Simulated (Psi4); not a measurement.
Pair of molecules, SMILES CO with SMILES C=O (the first has 6 atoms); geometry from B3LYP-D3(BJ)/def2-TZVP, rigid monomers moved along the line of their centres of mass till O2···C7 is 2.46 Å.
(charge 0, multiplicity 1):
```xyz
10

C      0.3107    -0.5600     0.2502
O     -0.3733     0.6218     0.6630
H      0.8571    -0.4036    -0.6845
H     -0.4510    -1.3199     0.0829
H      1.0027    -0.9150     1.0196
H      0.2790     1.3190     0.7897
C     -0.4694     0.2122     3.0848
O      0.6865     0.0153     3.3489
H     -0.9217     1.2199     3.1340
H     -1.1573    -0.6037     2.7987
```

Calculation: SAPT0/jun-cc-pV(D+d)Z run with Psi4.

Which attractive term is largest, and how does the interaction split up?

electrostatics -11.19, exchange 15.77, induction -3.25, dispersion -3.68, total -2.35 kcal/mol; the largest attraction is electrostatics.
